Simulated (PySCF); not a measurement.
BF$_{2}$ (SMILES F[B]F), doublet, geometry from GFN2-xTB, atoms displaced at random by about 0.02 Å a coordinate. Base run: PBE0/3-21G (PySCF).

PySCF was given this input:
```python
from pyscf import gto, scf, dft
from pyscf.geomopt import geometric_solver

mol = gto.M(
    atom='''
B    -0.01610279    0.61296007    0.04598016
F     1.10063904   -0.14670173    0.02051040
F    -1.12428672   -0.14935425   -0.04988914
''',
    basis='3-21g',
    spin=1,
    verbose=3,
)

def method(m):
    mf = dft.UKS(m)
    mf.xc = 'pbe0'
    return mf

conv, mol_eq = geometric_solver.kernel(method(mol), maxsteps=100)
print('optimisation converged:', conv)
print(mol_eq.tostring(format='xyz'))
mf = method(mol_eq)
mf.kernel()
```

Each row names what was changed in the base input (with any setting that the change needs).

```csv
change,ΔE vs base (kcal/mol),optimiser steps,core-seconds (rough),outcome
base,0.000,5,10,converged
convergence_set = GAU_VERYTIGHT,-,-,-,not converged
coordsys = prim,0.000,5,8,converged
convergence_set = GAU_LOOSE,0.000,5,9,converged
trust = 0.5,0.000,5,8,converged
coordsys = cart,0.000,7,10,converged
convergence_set = GAU_TIGHT,-0.002,12,20,converged
```

Open shells are given as the SCF converged; they aren't shown to be the lowest states, and a large step between rows can be another state.
